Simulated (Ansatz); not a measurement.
Ideal-gas functions of `C#C[Si](F)(F)[GaH2]` at 298.15 K and 1 bar, from an Ansatz frequency run at PBE0-D4/def2-TZVP.

Molar mass 162.85 g/mol, point group Cs (symmetry number 1), electronic degeneracy 1, moments of inertia 213.922, 433.186, 517.082 u Å². Harmonic wavenumbers (cm⁻¹, unscaled): 38, 65, 128, 131, 190, 256, 302, 345, 420, 451, 566, 656, 737, 748, 749, 875, 929, 1974, 1982, 2158, 3461.

Use S(trans) = R[1.5 ln M + 2.5 ln T − 1.1517]; rotational temperatures θ = 24.2544 K / I; S(rot) = R[ln(√π/σ · √(T³/θAθBθC)) + 1.5]; for each mode x = 1.438777 ν̃/T, S = R[x/(eˣ − 1) − ln(1 − e⁻ˣ)] and H = RT x/(eˣ − 1); 1 cm⁻¹ = 0.0119627 kJ/mol; R = 8.31446 J/(mol·K).

Q: By hand: the entropy, in J/(mol·K).

A: Translation 172.4. Rotation: θ = 0.1134, 0.056, 0.0469 K, giving 122.0. Vibration, mode by mode: 22.43, 17.99, 12.45, 12.26, 9.32, 7.07, 5.88, 4.97, 3.73, 3.32, 2.14, 1.52, 1.11, 1.06, 1.06, 0.65, 0.52, 0.01, 0.01, 0.00, 0.00, in all 107.5. Electronic 0.0. Sum 401.9 J/(mol·K).

Q: By hand: H − E and G − E in kJ/mol, counted from the electronic energy.

A: Zero-point energy ½ × 17161 × 0.0119627 = 102.6; thermal vibration 16.1; translation, rotation and pV give 4 RT = 9.9. H − E = 128.6 kJ/mol, and G − E = 128.6 − 298.15 × 401.9/1000 = 8.8 kJ/mol.

Vibration gives 27 % of the entropy, 65.1 J/(mol·K) of it from the modes under 150 cm⁻¹: soft modes count most, and the harmonic formula is weakest for them.
